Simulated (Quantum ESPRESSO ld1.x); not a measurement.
The run below uses ld1.x (Quantum ESPRESSO 7.5).

```
 &input
    zed=43.0,
    iswitch=1,
    rel=1,
    lsd=1,
    dft='PZ',
    config='[Ar] 3d10 4s2 4p0 5s0',
    verbosity='high',
    prefix='ld1',
    max_out_wfc=37,
    file_charge='ld1.rho',
 /
```

Command: `OMP_NUM_THREADS=1 ld1.x < ld1.in > ld1.out`

It prints (banner and zero overlaps left out):

```
     Program LD1 v.7.5 starts

     --------------------------- All-electron run ----------------------------

     scalar relativistic calculation

     atomic number is 43.00
     dft =PZ   lsd =1 sic =0 latt =0  beta=0.20 tr2=1.0E-14
     Exchange-correlation= PZ
                           (   1   1   0   0   0   0   0)
     mesh =2047 r(mesh) = 100.16310 a.u. xmin = -8.00 dx = 0.00800
     1 Ry =  13.60569312 eV, c = 137.03599908

     n l     nl                  e(Ry)          e(Ha)          e(eV)
     1 0     1S 1( 1.00)   -1552.635022463    -776.317511231 -21124.6756476
     2 0     2S 1( 1.00)    -239.008832337    -119.504416168  -3251.8808265
     2 1     2P 1( 3.00)    -216.271737781    -108.135868890  -2942.5268954
     3 0     3S 1( 1.00)     -57.664159987     -28.832079994   -784.5608650
     3 1     3P 1( 3.00)     -50.173805901     -25.086902951   -682.6494059
     3 2     3D 1( 5.00)     -38.058292138     -19.029146069   -517.8094436
     4 0     4S 1( 1.00)     -22.415448697     -11.207724348   -304.9777162
     4 1     4P 1( 0.00)     -19.963433919      -9.981716960   -271.6163556
     5 0     5S 1( 0.00)     -11.885097014      -5.942548507   -161.7049827
     1 0     1S 2( 1.00)   -1552.635022463    -776.317511231 -21124.6756476
     2 0     2S 2( 1.00)    -239.008832337    -119.504416168  -3251.8808265
     2 1     2P 2( 3.00)    -216.271737781    -108.135868890  -2942.5268954
     3 0     3S 2( 1.00)     -57.664159987     -28.832079994   -784.5608650
     3 1     3P 2( 3.00)     -50.173805901     -25.086902951   -682.6494059
     3 2     3D 2( 5.00)     -38.058292138     -19.029146069   -517.8094436
     4 0     4S 2( 1.00)     -22.415448697     -11.207724348   -304.9777162
     4 1     4P 2( 0.00)     -19.963433919      -9.981716960   -271.6163556
     5 0     5S 2( 0.00)     -11.885097014      -5.942548507   -161.7049827

     final scf error:  6.2E-15 reached in  18 iterations

     Etot =   -8448.877525 Ry,   -4224.438762 Ha, -114952.834833 eV
     Total magnetization:    0.00 Bohr mag.

     Ekin =    8725.870597 Ry,    4362.935298 Ha,  118721.517573 eV
     Encl =  -19746.115594 Ry,   -9873.057797 Ha, -268659.589144 eV
     Eh   =    2801.239579 Ry,    1400.619789 Ha,   38112.806074 eV
     Exc  =    -229.872106 Ry,    -114.936053 Ha,   -3127.569337 eV
```

Run on one thread of a shared host, so times are rough (Intel(R) Xeon(R) Processor @ 2.60GHz): 0.63 s of CPU time, 1.8 s wall, 18 iterations on 2047 mesh points.
